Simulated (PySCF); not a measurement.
Worked example: entropy of an ideal gas

Te(Br)(NH2) (BrH2NTe), SMILES [Te](N)Br.

Geometry: B3LYP-D3(BJ)/def2-SVP. The def2 effective core potentials stand for the cores of Te; spin–orbit coupling is left out. Other conformers were not sampled.

B3LYP-D3(BJ)/def2-SVP in PySCF gives the harmonic wavenumbers 137, 231, 419, 508, 702, 913, 1539, 3513, 3625 cm⁻¹ and the rotational temperatures 0.4307, 0.0661, 0.0577 K. The molar mass is 223.53 g/mol, the symmetry number 1, the spin multiplicity 1.

Work out the entropy at 298.15 K and 1 atm in the rigid-rotor, harmonic-oscillator model.


Translation (Sackur–Tetrode at 1 atm): S = R[1.5 ln M + 2.5 ln T − 1.16487] = 176.2 J/(mol K).
Rotation: q = (√π/σ) T^1.5/√(θA θB θC) = 225000, S = R[ln q + 3/2] = 114.9 J/(mol K).
Vibration: with u = 1.4388 ν/T, each mode gives R[u/(e^u − 1) − ln(1 − e^−u)]:
```json
[
 {"ν (cm⁻¹)": "137", "modes": "1", "u": "0.66", "S (J/(mol K))": "11.90"},
 {"ν (cm⁻¹)": "231", "modes": "1", "u": "1.11", "S (J/(mol K))": "7.83"},
 {"ν (cm⁻¹)": "419", "modes": "1", "u": "2.02", "S (J/(mol K))": "3.75"},
 {"ν (cm⁻¹)": "508", "modes": "1", "u": "2.45", "S (J/(mol K))": "2.67"},
 {"ν (cm⁻¹)": "702", "modes": "1", "u": "3.39", "S (J/(mol K))": "1.27"},
 {"ν (cm⁻¹)": "913", "modes": "1", "u": "4.41", "S (J/(mol K))": "0.55"},
 {"ν (cm⁻¹)": "1539", "modes": "1", "u": "7.43", "S (J/(mol K))": "0.04"}
]
```
The stiffer modes add less than 0.005 each. Sum 28.0 J/(mol K).
Spin: R ln 1 = 0.0 J/(mol K).
Total 319.2 J/(mol K); the program's own thermochemistry gives 319.1. Translation makes up 55 % and vibration 9 %. Anharmonicity, hindered rotation and orbital degeneracy are left out.
